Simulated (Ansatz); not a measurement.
`C[Si](F)(F)C=O` at its PBE0-D4/def2-TZVP geometry, where that method's forces vanish. Total charge 0; spin multiplicity 1.

```xyz
10

C    -1.1443   -0.8234    0.3295
Si    0.4161    0.1186    0.5242
F     0.2674    1.2715    1.6105
F     1.6015   -0.8171    1.0247
C     0.9941    0.9442   -1.1028
O     0.3409    0.8131   -2.1100
H    -1.9467   -0.1635   -0.0072
H    -1.0212   -1.6123   -0.4155
H    -1.4394   -1.2790    1.2772
H     1.9316    1.5478   -1.1306
```

(1) What forces (eV/Å) does B3LYP-D4/def2-TZVPP give on these atoms in the Gaussian-basis code of Ansatz? (Best estimate.)

## Answers

(1) The calculation gave: 
```
C1  -0.100 -0.059 -0.018
Si2 -0.055  0.005 -0.142
F3  -0.024  0.162  0.147
F4   0.164 -0.132  0.064
C5   0.202  0.069  0.212
O6  -0.155 -0.023 -0.268
H7   0.029 -0.050  0.019
H8  -0.026  0.035  0.043
H9   0.000  0.016 -0.056
H10 -0.036 -0.023 -0.001
```

B3LYP here is the variant with VWN-RPA as its local correlation; programs differ in this.
